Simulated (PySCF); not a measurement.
## Correlation energy of Ge (germanium, neutral)

[Ar] 3d10 4s2 4p2, high-spin 3P determinant. All numbers are calculated (PySCF 2.14, the non-relativistic Hamiltonian (point nucleus), in def2-TZVPPD (7s5p5d1f, 54 functions)). Frozen: [Ne]; 22 electrons correlated.

| level | correlation energy (mhartree) |
| --- | --- |
| CCSD | -311.13 |
| (T) | -8.45 |
| CCSD(T) | -319.58 |

Diagnostics: T1 = 0.0082, D1 = 0.0305, largest double amplitude 0.090.

Task: Is a single reference adequate?

Result: Mostly. T1 lies below 0.03, but a double amplitude of this size points to a near-degeneracy that CCSD handles and MP2 describes poorly.

This basis was not built for core-valence correlation, so the inner-shell part is incomplete.
